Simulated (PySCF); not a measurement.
A GIAO shielding run with PySCF 2.14.0 with density-fitted response routines (density fitting, non-relativistic, gas phase) on SMILES C/C=C(/C#N)CN[SiH2]P, C$_{5}$H$_{11}$N$_{2}$PSi:

```
$ OMP_NUM_THREADS=1 python probes_run.py task.json out

{"job": {"kind": "nmr", "xc": "PBE0", "basis": "pcSseg-1"}, "charge": 0, "multiplicity": 1}
C     -3.130196    -0.169833    -0.780574
C     -2.125370     0.836024    -0.346088
C     -0.896024     0.602314     0.126807
C     -0.076096     1.693899     0.492529
N      0.613803     2.556108     0.804634
C     -0.216527    -0.742038     0.272705
N      0.745527    -0.985365    -0.776174
Si     2.378530    -0.431626    -0.747658
P      2.964207    -0.545801     1.408689
H     -4.017247    -0.091782    -0.151243
H     -3.441303     0.043888    -1.802959
H     -2.755086    -1.187487    -0.733847
H     -2.455089     1.866112    -0.420974
H      0.325374    -0.768839     1.225110
H     -0.959128    -1.545349     0.281333
H      0.304813    -1.074520    -1.679451
H      3.119765    -1.418897    -1.535166
H      2.583426     0.908996    -1.318433
H      2.725746     0.785634     1.688351
H      4.305727    -0.320759     1.169980
```

Hardware: 1 thread of an Arm Neoverse N1, shared host. The job also computes population analyses, field gradients.

Q: How large is the calculation?

A: 84 electrons, 222 basis functions and 1187 auxiliary functions.

Q: How long does it take, and how much memory does it need?

A: 83 s of wall time, with 14 SCF cycles and 5 response iterations; peak memory 1.1 GiB. Times on a shared host scatter by some tens of per cent.
